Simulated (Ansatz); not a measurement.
Basis-set extrapolation for `CB1N=C1C` (PBE0-D4/def2-TZVP geometry, frozen core, the Gaussian-basis code of Ansatz). Multiplicity 1, RHF reference.

```json
{"": "HF", "def2-TZVPP": "-196.292390", "def2-QZVPP": "-196.301324"}
{"": "MP2 correlation", "def2-TZVPP": "-0.780614", "def2-QZVPP": "-0.831440"}
{"": "CCSD(T) correlation", "def2-TZVPP": "-0.852698", "def2-QZVPP": "not run"}
```

Energies in hartree. Use E(X) = E(∞) + A·exp(−7.88·√X) for Hartree–Fock and E(X) = E(∞) + B·X^(−2.97) for correlation, with X = 3 and 4, and add CCSD(T) minus MP2 of the smaller set to the MP2 limit.

Task: What is the CCSD(T) energy at the basis-set limit?

Result: HF limit: -196.301324 + (-0.008934) × 0.13774 = -196.30255. MP2 limit: -0.831440 + (-0.050826) × 0.74074 = -0.86909. Higher-order term: -0.852698 − (-0.780614) = -0.07208. Total: -197.24372 hartree, 61.9 kcal/mol below CCSD(T)/def2-TZVPP.
